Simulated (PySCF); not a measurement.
Run record: geometry optimisation, `C[O][GeH2][CH]=O`.

Method: PBE0-D3(BJ)/def2-SVP geometry optimisation, gas phase (PySCF 2.14.0). Start geometry: GFN2-xTB. The command runs a driver script over a list of jobs; the input below is this job's line of settings and its coordinates in Å.

Command:
```bash
OMP_NUM_THREADS=1 python probes_run.py task.json out
```

Input:
```
{"job": {"xc": "PBE0", "basis": "def2-SVP", "d3": "d3bj", "grid": 1, "shake": 0.01, "kind": "geom"}, "charge": 0, "multiplicity": 1}
C     -1.805890    -0.653250     0.334790
O     -0.431380    -0.576010     0.161690
Ge     0.504910     0.779330    -0.450430
C      2.358570    -0.077300    -0.296840
O      3.364590     0.421020    -0.592480
H     -2.350420    -0.497040    -0.623800
H     -2.051800    -1.614280     0.737520
H     -2.162270     0.144840     1.019380
H      0.050810     1.162620    -1.815500
H      0.288840     2.001640     0.436960
H      2.272150    -1.117410     0.112960
```

Output:
```
step   0  E = -2306.28855720  max force = 0.070502
step   1  E = -2306.29442749  max force = 0.016857
step   2  E = -2306.29505732  max force = 0.008660
step   3  E = -2306.29529702  max force = 0.003861
step   4  E = -2306.29542156  max force = 0.000765
step   5  E = -2306.29545979  max force = 0.001217
step   6  E = -2306.29548377  max force = 0.000806
step   7  E = -2306.29548840  max force = 0.000270
optimisation converged
```

Energies in Eh; «max force» is the largest Cartesian gradient component in Eh/bohr.

Problem. How much energy does the optimisation release, in eV?

Solution. E(step 0) − E(last step) = 0.006931 Eh, which is 0.189 eV.

Problem. Give the first gradient maximum in eV/Å.

Solution. With 1 Eh/bohr = 51.422 eV/Å, 3.625 eV/Å.

Summary of the converged run: final energy -2306.29549 Eh after 7 steps; dipole 2.21 D.

Problem. Where do the atoms end?

Solution. 0.157 Å rms from the input after alignment:
```
atom  x, y, z in Å
C1    -1.2586   -0.2415    0.0863
O2     0.1219   -0.3767   -0.0950
Ge3    1.1114    0.9866   -0.6742
C4     2.9604    0.2471   -0.6739
O5     3.9038    0.9236   -0.9825
H6    -1.7905   -0.0066   -0.8562
H7    -1.6582   -1.1959    0.4651
H8    -1.5159    0.5445    0.8229
H9     0.6701    1.4009   -2.0939
H10    0.9940    2.1781    0.2992
H11    3.0837   -0.8283   -0.3690
```

Problem. How long does this job take on an Arm Neoverse V1 with one thread, no GPU, shared host with 32 logical CPUs at a one-minute load of 27? And the peak memory of the process?

Solution. About 46 s, with 0.49 GiB resident at the peak, the Python interpreter and its libraries included.
Labels such as C1 count atoms from 1, the log's own numbers from 0.
